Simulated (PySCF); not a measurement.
C4H3ClF2, SMILES CC(Cl)=C=C(F)F.

Geometry: B3LYP-D3(BJ)/def2-SVP. This is a generated structure with no PubChem entry under its InChIKey; it may be hypothetical.

The numbers are results of PySCF with PBE0/def2-TZVP, not measurements.

The molecule is in vacuum.

Computed frontier levels, gap, dipole moment and polarisability:
* **highest occupied level**: -7.77 eV
* **lowest empty level**: -1.03 eV
* **orbital gap**: 6.74 eV
* **dipole moment**: 2.06 D
* **quadrupole, principal values (traceless, Buckingham form, about the centre of nuclear charge)**: -3.81, -1.92, 5.73 D·Å
* **mean static polarisability**: 65.3 bohr³ (9.67 Å³)
* **polarisability, principal values**: 43.4, 55.6, 96.8 bohr³
